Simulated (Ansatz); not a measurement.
Two isomers of H8N2OSi2: A = `N[SiH](N)O[SiH3]`, B = `N[SiH](O)N[SiH3]`.

Calculated with Ansatz (gas phase, PBE0-D4/def2-TZVP geometries, no zero-point term in ΔE). CCSD(T)/CBS adds triple-zeta CCSD(T) − MP2 to the extrapolated MP2 energy (def2 sets, frozen cores). Functionals use def2-TZVPP. B3LYP here is the variant with VWN-RPA as its local correlation; programs differ in this. Each species was taken in one conformer, which may not be the lowest.

Question: Which isomer does CCSD(T)/CBS put lower? Give the gap. (Estimate.)

Answer: Computed: A, by 12.4 kcal/mol.

Question: Give E(B) − E(A) in kcal/mol with ωB97M-V, CCSD/def2-TZVPP, B3LYP, r2SCAN-D4, HF/def2-TZVPP, PBE0-D4, MP2/def2-TZVPP. (An estimate is asked.)

Answer: Computed: ωB97M-V 12.0, CCSD/def2-TZVPP 12.6, B3LYP 13.1, r2SCAN-D4 12.3, HF/def2-TZVPP 15.2, PBE0-D4 11.4, MP2/def2-TZVPP 12.1. None reverses the order clearly.

Largest T1 diagnostic: 0.011.

In def2-TZVPP, CCSD(T) changes the Hartree–Fock value by −3.1 kcal/mol (the triples alone add −0.5 kcal/mol) and MP2 by −3.1 kcal/mol.
